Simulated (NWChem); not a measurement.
System: MgSiH₄; SMILES [SiH3][MgH]

Input file for NWChem:

```
start job
memory heap 200 mb stack 900 mb global 1100 mb
geometry units angstroms noautosym nocenter noautoz
  Mg    -0.183264    -1.453594    -0.002392
  H     -0.241304    -3.167557    -0.003368
  Si    -0.098670     1.137408    -0.000963
  H      1.287101     1.685182     0.266209
  H     -0.992771     1.761487     1.049117
  H     -0.530675     1.746698    -1.317699
end
basis spherical
  Mg library def2-svp
  H library def2-svp
  Si library def2-svp
end
dft
  xc slater vwn_5
  iterations 150
  vectors input atomic output neutral.movecs
end
task dft energy
charge 1
dft
  odft
  mult 2
  vectors input atomic output cation.movecs
end
task dft energy
```

All runs use the structure optimised with PBE-D3(BJ)/def2-SVP.

Ions are spin-unrestricted doublets at the neutral geometry; other ion states weren't tried.

Task: What results follow from this input? (LDA (Slater exchange, VWN5)/def2-SVP, vertical spin-unrestricted ions.) Quantities: vertical ionisation energy, ΔSCF (eV); −ε(HOMO) (eV).

Result: The vertical ionisation energy, ΔSCF (eV) is 8.77 and the −ε(HOMO) (eV) comes out as 5.86.
